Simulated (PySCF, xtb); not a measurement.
N-silylprop-2-yn-1-amine (C₃H₇NSi), SMILES C#CCN[SiH3].

GFN2-xTB run with xtb 6.7.1 at its own geometry gives an orbital gap of 5.32 eV and a dipole moment of 0.74 D.

Coordinates come from a PBE0-D3(BJ)/def2-SVP optimisation. The values are those of a single conformer.

**Question.** What does PySCF with PBE/def2-TZVP give? (An estimate is asked for; the answer gives what the named calculation found.)

**Answer.** gap 5.11 eV (levels -5.80 and -0.69 eV), dipole 0.84 D.
